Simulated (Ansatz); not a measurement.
Gas-phase electronic energies from Ansatz, PBE0-D4/def2-TZVP geometries. CBS: MP2 limit from def2 TZ/QZ plus the TZ coupled-cluster correction, frozen cores. This one scheme is used for every species, atoms too. Functionals use def2-TZVPP. No spin–orbit coupling; open shells (•) take unrestricted orbitals. Spin–orbit coupling would lower the free atoms: a little for Cl. One conformer a species, not always the lowest.

`O[SiH](O)CCl` → `[CH2][SiH](O)O`• + Cl•  (homolysis of the C–Cl bond)

| level | ΔE (kcal/mol) |
| --- | --- |
| PBE0-D4 | 84.0 |
| PBE0 | 82.6 |

What does CCSD(T)/CBS give? (Estimate.)

The calculation gave: +84.7 kcal/mol. The listed levels differ from it by -0.7, -2.1 kcal/mol.

Largest T1 diagnostic among the species: 0.012.

From PBE to PBE0 (25 % exact exchange), in def2-TZVPP and without D4, ΔE moves by −2.8 kcal/mol: exact exchange takes away binding that semilocal exchange gives to molecules. The D4 term adds +2.6 kcal/mol with B3LYP and +1.4 kcal/mol with PBE0; it sums over pairs of atoms, weighted by their polarisabilities, and B3LYP, whose exchange is more repulsive, gets the larger term. In def2-TZVPP, CCSD(T) changes the Hartree–Fock value by +32.2 kcal/mol (the triples alone add +3.6 kcal/mol) and MP2 by +38.1 kcal/mol; breaking electron pairs costs correlation energy, which Hartree–Fock lacks.

B3LYP here is the variant with VWN-RPA as its local correlation; programs differ in this.

CCSD(T)/CBS has its own doubt, a few kJ/mol and more with outer-core shells, so smaller differences from it don't rank the levels.
